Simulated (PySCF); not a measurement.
A calculated (UHF, PySCF 2.14, 6-31G*, the non-relativistic Hamiltonian (point nucleus)) atom or ion has these occupied shells.

| shell | electrons | orbital energy (eV) | rms radius, mean of both spins (bohr) |
| --- | --- | --- | --- |
| 1s | 2 | -3227.1 | 0.0998 |
| 2s | 2 | -335.19 | 0.448 |
| 2p | 6 | -260.37 | 0.417 |
| 3s | 2 | -34.688 | 1.54 |
| 3p | 6 | -16.025 | 1.81 |

Task: Name the element and its charge.

Result: Ar (argon, neutral), in [Ar], closed-shell 1S.
